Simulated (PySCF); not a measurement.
# Basis and Hamiltonian dependence of the ionisation energy of Mo(2+)

Mo(2+) [Kr] 4d4 (5D) → Mo(3+) [Kr] 4d3 (4F). Calculated with PySCF 2.14 from differences of total energies of unrestricted determinants, without spin-orbit coupling. Values in eV.

| basis | Hamiltonian | functions | UHF | r2SCAN | PBE0 | MP2 (valence) | CCSD(T) (valence) | CCSD(T) (valence and next inner shell) |
| --- | --- | --- | --- | --- | --- | --- | --- | --- |
| def2-SVP with the def2 core potential (28 electrons) | ECP | 31 | 26.260 | n/a | 27.398 | 26.598 | n/a | n/a |
| def2-TZVP with the def2 core potential (28 electrons) | ECP | 40 | 26.105 | n/a | n/a | 26.515 | n/a | n/a |
| aug-cc-pVDZ-PP with ECP28MDF | ECP | 54 | 26.088 | 27.111 | 27.240 | 26.497 | 26.571 | n/a |
| def2-TZVPPD with the def2 core potential (28 electrons) | ECP | 56 | 26.081 | 27.115 | 27.241 | 26.605 | 26.676 | 26.938 |
| cc-pVTZ-PP with ECP28MDF | ECP | 63 | 26.064 | n/a | 27.244 | 26.597 | n/a | n/a |
| ANO-RCC-VTZP | spin-free X2C | 68 | 26.084 | 27.235 | 27.354 | 26.622 | 26.696 | 27.011 |
| aug-cc-pwCVDZ-PP with ECP28MDF | ECP | 70 | 26.054 | 27.095 | 27.233 | 26.572 | 26.647 | 26.807 |
| x2c-TZVPPall | spin-free X2C | 79 | 26.082 | 27.242 | 27.358 | 26.610 | 26.681 | 26.994 |
| def2-QZVPPD with the def2 core potential (28 electrons) | ECP | 81 | 26.079 | 27.121 | 27.251 | 26.635 | 26.707 | 26.991 |
| aug-cc-pVTZ-PP with ECP28MDF | ECP | 88 | 26.064 | 27.107 | 27.244 | 26.599 | 26.671 | n/a |
| x2c-TZVPPall with one added diffuse shell each of s, p, d, f type | spin-free X2C | 95 | 26.083 | 27.244 | 27.359 | 26.612 | 26.683 | 26.996 |
| aug-cc-pVTZ-DK | spin-free X2C | 102 | 26.054 | 27.200 | 27.320 | 26.583 | 26.654 | n/a |
| x2c-QZVPPall | spin-free X2C | 111 | 26.051 | 27.208 | 27.328 | 26.603 | 26.676 | n/a |
| aug-cc-pVTZ-PP with one added diffuse shell each of s, p, d, f, g type with ECP28MDF | ECP | 113 | 26.064 | 27.107 | 27.244 | 26.599 | n/a | n/a |

Frozen in the all-electron rows: valence: [Kr]; valence and next inner shell: [Ar] 3d10; with a core potential, the same shells as far as they lie outside it.

Between the lowest levels the reference is 27.13 ± 0.12 eV (semi-empirical (NIST evaluation); NIST Atomic Spectra Database, ionization energies); it includes spin-orbit coupling, which these numbers lack.
